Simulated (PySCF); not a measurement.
## Field gradients at the hydrogen positions

Species: CH9ClSi3.
Numbering: `[SiH3:1][SiH2:2][SiH2:3][CH2:4][Cl:5]` (hydrogens: H6, H7, H8 on Si1; H9, H10 on Si2; H11, H12 on Si3; H13, H14 on C4)

Structure used (GFN2-xTB), in Å, numbered top down from 1:
```xyz
14
CH9ClSi3 angstrom
Si     2.088    0.929   -0.366
Si     0.990   -1.098   -0.096
Si    -1.183   -0.976    0.708
C     -1.961    0.652    0.059
Cl    -1.783    0.705   -1.719
H      2.278    1.599    0.926
H      1.338    1.861   -1.208
H      3.418    0.794   -0.965
H      0.998   -1.858   -1.356
H      1.741   -1.973    0.824
H     -2.108   -2.036    0.289
H     -1.326   -0.876    2.169
H     -1.467    1.541    0.445
H     -3.025    0.736    0.265
```

Level: PBE0/pcSseg-1 (PySCF, non-relativistic); Q(2H) = 0.00286 b; rigid geometry, the same for H and D, with no vibrational averaging.

Task: Tabulate Vzz, the asymmetry η and χzz = 234.96 MHz × Q × Vzz for every hydrogen position.

Result: 
| atom | bonded to | bond length (Å) | Vzz (au) | η | χzz (kHz) |
| --- | --- | --- | --- | --- | --- |
| H6 | Si1 | 1.468 | 0.1614 | 0.01 | 108 |
| H7 | Si1 | 1.463 | 0.1636 | 0.01 | 110 |
| H8 | Si1 | 1.465 | 0.1640 | 0.00 | 110 |
| H9 | Si2 | 1.472 | 0.1604 | 0.02 | 108 |
| H10 | Si2 | 1.475 | 0.1582 | 0.01 | 106 |
| H11 | Si3 | 1.468 | 0.1610 | 0.02 | 108 |
| H12 | Si3 | 1.472 | 0.1579 | 0.02 | 106 |
| H13 | C4 | 1.088 | 0.3105 | 0.07 | 209 |
| H14 | C4 | 1.087 | 0.3132 | 0.07 | 210 |

Task: Average by the element that carries the hydrogen.

Result: on Si: 108 kHz over 7 positions, mean bond length 1.469 Å; on C: 210 kHz over 2 positions, mean bond length 1.087 Å.

Task: How does χzz go with the bond length over the 7 Si–H bonds?

Result: A straight-line fit has a slope of -3.6 kHz for each 0.01 Å, with a correlation coefficient of -0.93, over lengths from 1.463 to 1.475 Å. The longer bonds have the smaller couplings here.

Task: Give the 2H NMR doublet splittings at H12 for a magnetic field along the z, y and x axes of the gradient: 3χ/2, 3χ(1 + η)/4, 3χ(1 − η)/4.

Result: With |χ| = 106.1 kHz and η = 0.018: 159, 81 and 78 kHz, to first order and without motion.

The structure is a single GFN2-xTB conformer in the gas phase; no vibrational or solvent corrections. GFN2-xTB bond lengths can be off by several hundredths of an ångström, more for odd bonds, and the gradients follow them. These gradients aren't converged with respect to the basis.

These values come from a run that also computed NMR shieldings. The run took 34 s wall on one thread of an Arm Neoverse N1, no GPU, shared host with 64 logical CPUs at a one-minute load of 58, and the process peaked at 0.73 GiB of memory.
